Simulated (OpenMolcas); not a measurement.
Cu4+ among 4 point charges of -2.5 e arranged as a tetrahedron (Td).

| Property | Result |
| --- | --- |
| Program | OpenMolcas 26.06 |
| Method | CASSCF |
| Basis | ANO-RCC-VDZP [5s4p2d1f] |
| Scalar Hamiltonian | DKH2, point nucleus |
| Active space | 7 electrons in 5 orbitals (3d) |
| State averaging | 2S+1 = 4 even, 10 roots; 2S+1 = 2 even, 40 roots |
| Spin-orbit coupling | RASSI with atomic mean-field integrals over the reference wave functions |

All point charges move together. At R = 1.77 Å the first state of the same spin is 1707 cm-1, and at R = 1.86 Å it is 1376 cm-1.

Problem. A third run gives 2357 cm-1. What distance was it run at?

Solution. With a power law R^-n the two known points give n = -ln(1376 / 1707) / ln(1.86 / 1.77) = 4.35. Then R = 1.77 × (1707 / 2357)^(1/4.35) = 1.643 Å. The run was at 1.64 Å, so the estimate is off by +0.003 Å.

Without dynamic correlation the repulsion within the d shell is too large (B by tens of per cent), so at a given field states of lower spin stand too high. The ground term spreads over less than 5000 cm-1, several times less than with real ligands, so orbital moments are less quenched and χT lies further from the spin-only value than at real sites. Spin-orbit coupling mixes the spin-free states strongly: the lowest level takes only 68 % from its leading state, 4A2 (holds for R = 1.86). Point charges carry no covalency, so the field is a model and not that of real ligands. No measured value stands beside these numbers.
